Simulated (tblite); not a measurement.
Parent: `[CH2:1]=[CH:2][C@@H:3]1[C@H:4]([CH2:5][CH3:6])[CH2:7][P@@H:8]1=[S:9]` with C1–C2–C3–C4 -127°, C3–C4–C5–C6 177°, C2–C3–C4–C5 33°, C3–C4–C7–P8 -21°, C4–C7–P8–S9 142°, C2–C3–P8–C7 99°, C7H13PS.

Structures optimised with GFN2-xTB, isolated species. One conformer each, not checked by frequencies here.

```tsv
coordinate of the parent	value
C1=C2	1.321 Å
C2–C3	1.487 Å
C3–C4	1.557 Å
C4–C5	1.523 Å
C5–C6	1.525 Å
C4–C7	1.544 Å
C7–P8	1.851 Å
P8=S9	1.927 Å
C3–P8	1.880 Å
C1–C2–C3	124.1°
C2–C3–C4	114.9°
C2–C3–P8	109.4°
C4–C3–P8	88.4°
C3–C4–C5	115.8°
C3–C4–C7	97.9°
C5–C4–C7	115.9°
C4–C5–C6	111.6°
C4–C7–P8	89.8°
C7–P8–S9	124.7°
C3–P8–C7	77.6°
C3–P8–S9	125.7°
```

How does the shared frame change in `[CH2:1]=[CH:2][C@@H:3]1[CH2:4][CH2:5][P@H:6]1=[S:7]` with C1–C2–C3–C4 128°, C2–C3–C4–C5 -144°, C3–C4–C5–P6 21°, C4–C5–P6–S7 -142°, C2–C3–P6–C5 140°, C5H9PS? Atoms pair as C1 = C1, C2 = C2, C3 = C3, C4 = C4, C7 = C5, P8 = P6, S9 = S7 (parent first).

```tsv
parent	relative	value in the relative	change
C1=C2	C1=C2	1.319 Å	-0.002
C2–C3	C2–C3	1.487 Å	0.000
C3–C4	C3–C4	1.547 Å	-0.010
C4–C7	C4–C5	1.539 Å	-0.005
C7–P8	C5–P6	1.860 Å	+0.009
P8=S9	P6=S7	1.927 Å	0.000
C3–P8	C3–P6	1.866 Å	-0.014
C1–C2–C3	C1–C2–C3	122.9°	-1.2
C2–C3–C4	C2–C3–C4	118.3°	+3.4
C2–C3–P8	C2–C3–P6	119.3°	+9.9
C4–C3–P8	C4–C3–P6	89.6°	+1.2
C3–C4–C7	C3–C4–C5	97.2°	-0.7
C4–C7–P8	C4–C5–P6	90.0°	+0.2
C7–P8–S9	C5–P6–S7	124.7°	0.0
C3–P8–C7	C3–P6–C5	76.8°	-0.8
C3–P8–S9	C3–P6–S7	126.0°	+0.3
```

Of the parent's bonds, C3–P8 changes most (-0.014 Å). Point group C1 → C1.

How does the shared frame change in `[CH2:1]=[CH:2][C@@H:3]1[CH2:4][P@@H:5](=[S:6])[C@@H:7]1[CH:8]=[CH2:9]` with C1–C2–C3–C4 -127°, P5–C7–C8–C9 23°, C2–C3–C4–P5 -99°, C3–C4–P5–S6 -139°, C4–P5–C7–C8 138°, C2–C3–C7–P5 99°, C7H11PS? Atoms pair as C1 = C9, C2 = C8, C3 = C7, C4 = C3, C5 = C2, C6 = C1, C7 = C4, P8 = P5, S9 = S6 (parent first).

```tsv
parent	relative	value in the relative	change
C1=C2	C9=C8	1.319 Å	-0.002
C2–C3	C8–C7	1.487 Å	0.000
C3–C4	C7–C3	1.558 Å	+0.001
C4–C5	C3–C2	1.492 Å	-0.031
C5–C6	C2=C1	1.320 Å	-0.205
C4–C7	C3–C4	1.549 Å	+0.005
C7–P8	C4–P5	1.856 Å	+0.005
P8=S9	P5=S6	1.928 Å	+0.001
C3–P8	C7–P5	1.862 Å	-0.018
C1–C2–C3	C9–C8–C7	122.6°	-1.5
C2–C3–C4	C8–C7–C3	118.4°	+3.5
C2–C3–P8	C8–C7–P5	119.2°	+9.8
C4–C3–P8	C3–C7–P5	90.4°	+2.0
C3–C4–C5	C7–C3–C2	111.7°	-4.1
C3–C4–C7	C7–C3–C4	96.7°	-1.2
C5–C4–C7	C2–C3–C4	111.4°	-4.5
C4–C5–C6	C3–C2–C1	124.3°	+12.7
C4–C7–P8	C3–C4–P5	90.9°	+1.1
C7–P8–S9	C4–P5–S6	123.7°	-1.0
C3–P8–C7	C7–P5–C4	77.3°	-0.3
C3–P8–S9	C7–P5–S6	124.8°	-0.9
```

Of the parent's bonds, C5–C6 changes most (-0.205 Å). Point group C1 → C1.

How does the shared frame change in `[CH2:1]=[CH:2][C@@H:3]1[C@H:4]([C:5]([F:6])([F:7])[F:8])[CH2:9][P@@H:10]1=[S:11]` with C1–C2–C3–C4 -124°, C2–C3–C4–C5 32°, C3–C4–C9–P10 -20°, C4–C9–P10–S11 141°, C2–C3–P10–C9 100°, C6H8F3PS? Atoms pair as C1 = C1, C2 = C2, C3 = C3, C4 = C4, C5 = C5, C7 = C9, P8 = P10, S9 = S11 (parent first).

```json
{"parent": "C1=C2", "relative": "C1=C2", "value in the relative": "1.320 Å", "change": "-0.001"}
{"parent": "C2–C3", "relative": "C2–C3", "value in the relative": "1.490 Å", "change": "+0.003"}
{"parent": "C3–C4", "relative": "C3–C4", "value in the relative": "1.553 Å", "change": "-0.004"}
{"parent": "C4–C5", "relative": "C4–C5", "value in the relative": "1.518 Å", "change": "-0.005"}
{"parent": "C4–C7", "relative": "C4–C9", "value in the relative": "1.538 Å", "change": "-0.006"}
{"parent": "C7–P8", "relative": "C9–P10", "value in the relative": "1.863 Å", "change": "+0.012"}
{"parent": "P8=S9", "relative": "P10=S11", "value in the relative": "1.922 Å", "change": "-0.005"}
{"parent": "C3–P8", "relative": "C3–P10", "value in the relative": "1.890 Å", "change": "+0.010"}
{"parent": "C1–C2–C3", "relative": "C1–C2–C3", "value in the relative": "123.6°", "change": "-0.5"}
{"parent": "C2–C3–C4", "relative": "C2–C3–C4", "value in the relative": "115.0°", "change": "+0.1"}
{"parent": "C2–C3–P8", "relative": "C2–C3–P10", "value in the relative": "109.9°", "change": "+0.5"}
{"parent": "C4–C3–P8", "relative": "C4–C3–P10", "value in the relative": "88.4°", "change": "0.0"}
{"parent": "C3–C4–C5", "relative": "C3–C4–C5", "value in the relative": "115.6°", "change": "-0.2"}
{"parent": "C3–C4–C7", "relative": "C3–C4–C9", "value in the relative": "98.6°", "change": "+0.7"}
{"parent": "C5–C4–C7", "relative": "C5–C4–C9", "value in the relative": "114.9°", "change": "-1.0"}
{"parent": "C4–C7–P8", "relative": "C4–C9–P10", "value in the relative": "89.9°", "change": "+0.1"}
{"parent": "C7–P8–S9", "relative": "C9–P10–S11", "value in the relative": "124.2°", "change": "-0.5"}
{"parent": "C3–P8–C7", "relative": "C3–P10–C9", "value in the relative": "77.3°", "change": "-0.3"}
{"parent": "C3–P8–S9", "relative": "C3–P10–S11", "value in the relative": "125.5°", "change": "-0.2"}
```

Of the parent's bonds, C7–P8 changes most (+0.012 Å). Bonds of the relative outside the shared frame: C5–F6 1.340, C5–F7 1.337, C5–F8 1.345 Å. Point group C1 → C1.

How does the shared frame change in `[CH2:1]=[CH:2][C@@H:3]1[C@@H:4]([SiH3:5])[CH2:6][P@@H:7]1=[S:8]` with C1–C2–C3–C4 -130°, C2–C3–C4–Si5 145°, C3–C4–C6–P7 -17°, C4–C6–P7–S8 139°, C2–C3–P7–C6 101°, C5H11PSSi? Atoms pair as C1 = C1, C2 = C2, C3 = C3, C4 = C4, C7 = C6, P8 = P7, S9 = S8 (parent first).

```json
{"parent": "C1=C2", "relative": "C1=C2", "value in the relative": "1.321 Å", "change": "0.000"}
{"parent": "C2–C3", "relative": "C2–C3", "value in the relative": "1.486 Å", "change": "-0.001"}
{"parent": "C3–C4", "relative": "C3–C4", "value in the relative": "1.553 Å", "change": "-0.004"}
{"parent": "C4–C7", "relative": "C4–C6", "value in the relative": "1.544 Å", "change": "0.000"}
{"parent": "C7–P8", "relative": "C6–P7", "value in the relative": "1.847 Å", "change": "-0.004"}
{"parent": "P8=S9", "relative": "P7=S8", "value in the relative": "1.927 Å", "change": "0.000"}
{"parent": "C3–P8", "relative": "C3–P7", "value in the relative": "1.875 Å", "change": "-0.005"}
{"parent": "C1–C2–C3", "relative": "C1–C2–C3", "value in the relative": "124.4°", "change": "+0.3"}
{"parent": "C2–C3–C4", "relative": "C2–C3–C4", "value in the relative": "113.4°", "change": "-1.5"}
{"parent": "C2–C3–P8", "relative": "C2–C3–P7", "value in the relative": "110.7°", "change": "+1.3"}
{"parent": "C4–C3–P8", "relative": "C4–C3–P7", "value in the relative": "89.1°", "change": "+0.7"}
{"parent": "C3–C4–C7", "relative": "C3–C4–C6", "value in the relative": "98.4°", "change": "+0.5"}
{"parent": "C4–C7–P8", "relative": "C4–C6–P7", "value in the relative": "90.4°", "change": "+0.6"}
{"parent": "C7–P8–S9", "relative": "C6–P7–S8", "value in the relative": "124.2°", "change": "-0.5"}
{"parent": "C3–P8–C7", "relative": "C3–P7–C6", "value in the relative": "78.1°", "change": "+0.5"}
{"parent": "C3–P8–S9", "relative": "C3–P7–S8", "value in the relative": "125.3°", "change": "-0.4"}
```

Of the parent's bonds, C3–C4, C7–P8 and C3–P8 change most and about equally (-0.005 to -0.004 Å). Bonds of the relative outside the shared frame: C4–Si5 1.901 Å. Point group C1 → C1.

How does the shared frame change in `[CH2:1]=[CH:2][C@@H:3]1[C@H:4]([O:5][CH3:6])[CH2:7][P@H:8]1=[S:9]` with C1–C2–C3–C4 -130°, C3–C4–O5–C6 91°, C2–C3–C4–O5 -30°, C3–C4–C7–P8 22°, C4–C7–P8–S9 -143°, C2–C3–P8–C7 141°, C6H11OPS? Atoms pair as C1 = C1, C2 = C2, C3 = C3, C4 = C4, C7 = C7, P8 = P8, S9 = S9 (parent first).

```csv
parent,relative,value in the relative,change
C1=C2,C1=C2,1.323 Å,+0.002
C2–C3,C2–C3,1.480 Å,-0.007
C3–C4,C3–C4,1.564 Å,+0.007
C4–C7,C4–C7,1.541 Å,-0.003
C7–P8,C7–P8,1.855 Å,+0.004
P8=S9,P8=S9,1.927 Å,0.000
C3–P8,C3–P8,1.877 Å,-0.003
C1–C2–C3,C1–C2–C3,124.0°,-0.1
C2–C3–C4,C2–C3–C4,119.3°,+4.4
C2–C3–P8,C2–C3–P8,117.8°,+8.4
C4–C3–P8,C4–C3–P8,88.3°,-0.1
C3–C4–C7,C3–C4–C7,97.3°,-0.6
C4–C7–P8,C4–C7–P8,89.8°,0.0
C7–P8–S9,C7–P8–S9,124.7°,0.0
C3–P8–C7,C3–P8–C7,77.3°,-0.3
C3–P8–S9,C3–P8–S9,125.0°,-0.7
```

Of the parent's bonds, C2–C3 and C3–C4 change most and about equally (-0.007 to +0.007 Å). Bonds of the relative outside the shared frame: C4–O5 1.402, O5–C6 1.408 Å. Point group C1 → C1.

The numbers are calculated, not measured.
